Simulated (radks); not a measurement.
Results of a calculation; reference values are marked as such.
Q: Code: a radial shooting solver on a logarithmic mesh with Libxc functionals. Model: non-relativistic Kohn-Sham, LDA (Slater exchange, VWN5 correlation), spin-polarised, spherical densities, point nucleus; open shells are filled with parallel spins first. Response by self-consistent Sternheimer equations with the Hartree and adiabatic LDA kernel. Estimate the static dipole polarisabilities of Ar5+ ([Ne] 3s2 3p1) and Ar4+ ([Ne] 3s2 3p2) and the C6 coefficients of the three pairs.

A: alpha = 2.327 and 2.834 bohr^3; C6 = 3.775 (Ar5+-Ar5+), 4.741 (Ar5+-Ar4+), 5.961 (Ar4+-Ar4+) hartree bohr^6.
